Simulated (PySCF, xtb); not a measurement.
Zr(Cl)2(OH)(NH2) (Cl₂H₃NOZr), SMILES [Zr]([Cl])([OH])([NH2])[Cl], multiplicity 1.

GFN2-xTB run with xtb at its own geometry gives an orbital gap of 2.72 eV and a dipole moment of 5.69 D.

The structure is a stationary point at B3LYP-D3(BJ)/def2-SVP. The spin state was assumed, not searched. The structure was generated by enumeration; whether it is a known compound was not checked. The def2 effective core potentials stand for the cores of Zr; spin–orbit coupling is left out. One conformer was computed; it need not be the lowest.

Task: What does PBE/def2-TZVP (PySCF) give? (Estimate from the structure and the level; the computed values follow.)

Result: gap 4.30 eV (levels -6.59 and -2.29 eV), dipole 3.59 D.
